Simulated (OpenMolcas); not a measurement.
An OpenMolcas run meant for Hf (ANO-RCC-VDZ, X2C; inactive shells 1s 2s 2p 3s 3p 3d 4s 4p 4d 4f 5s 5p; intended active space 4 electrons in 6 orbitals (5d 6s)). One step of its input:

```
&CASPT2
Multistate=10 1 2 3 4 5 6 7 8 9 10
Frozen=14 16
IPEA=0.25
Shift=5.0
MaxIter=60
WThr=0.0 0.3 0.05
PrWF=0.5
NoMix
```

The run finished. Its levels beside those of a sound run (SS-CASPT2, IPEA 0.25 Eh, imaginary shift 0.1 Eh (closed shells correlated: 5s 5p)), in cm-1 above each run's lowest level:

| Level | This run | Usual run |
| --- | --- | --- |
| 5d2 6s2 3F2 | 0.0 | 0.0 |
| 5d2 6s2 3F3 | 2201 | 2300 |
| 5d2 6s2 3P0 | 4253 | 4264 |
| 5d2 6s2 3F4 | 4307 | 4414 |
| 5d2 6s2 3P1 | 5121 | 5239 |
| 5d2 6s2 1G4 | 11001 | 11407 |
| 5d3 6s 5F1 | 10050 | 13865 |
| 5d3 6s 5F2 | 10703 | 14531 |
| 5d3 6s 5F3 | 11635 | 15485 |
| 5d3 6s 5F4 | 12767 | 16629 |
| 5d3 6s 5F5 | 13962 | 17811 |
| 5d3 6s 5P1 | 18775 | 21995 |
| 5d3 6s 5P2 | 19208 | 22359 |
| 5d3 6s 5P3 | 20211 | 23474 |

**Question.** Which setting is unsound, and how much does it matter here?

**Answer.** The level shift is far above the usual 0.1 to 0.3 hartree and damps the second-order energy. Against the sound run the excited levels shown move by 2300 cm-1 on average and by 3900 cm-1 at most.

CASPT2 does not keep the components of a term degenerate, so their means are used; among the terms shown or strongly mixed into the levels shown the widest spread is 300 cm-1 (5d2 6s2 3F, the sound run). Over all roots computed the reference weight is 0.87 to 0.96 in the sound run; the roots of lowest weight are the least certain, and an intruder state may touch them. Some high roots are left out of the spin-orbit mixing, which shifts the levels that they would mix with. A single d shell beside an s shell can misplace configurations of different d count against each other. Some terms miss by over 15 % even with CASPT2, which points to a basis or an active space too small for the shells correlated. Levels of configurations outside the active space are missing.
